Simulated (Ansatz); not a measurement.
Reaction (substitution at a C–Si bond): `C[SiH](C)O[SiH3]` + `O[SiH](F)[NH][GeH3]` → `C[N]([GeH3])[SiH](O)F` + `C[SiH2]O[SiH3]`

Program: Ansatz. Geometries: PBE0-D4/def2-TZVP. ΔE: electronic, gas phase. CBS: MP2 limit from def2 TZ/QZ plus the TZ coupled-cluster correction, frozen cores. This one scheme is used for every species. Functionals use def2-TZVPP. For Ge outer-core shells are correlated without core-valence functions, which leaves a few kJ/mol of doubt a bond. Scalar relativity is left out up to krypton. Each species was taken in one conformer, which may not be the lowest.

```csv
level,ΔE (kJ/mol)
PBE-D4,86.4
r2SCAN-D4,92.6
r2SCAN,92.8
MP2/def2-TZVPP,88.3
SCS-MP2/def2-TZVPP,84.3
CCSD(T)/def2-TZVPP,85.9
MP2/def2-QZVPP,90.0
CCSD/CBS(def2),89.4
```

Task: What does CCSD(T)/CBS give? (Estimate.)

Result: Ansatz gave: +88.7 kJ/mol. The listed levels differ from it by -2.3, 3.9, 4.1, -0.4, -4.4, -2.8, 1.3, 0.7 kJ/mol.

Largest T1 diagnostic among the species: 0.012.
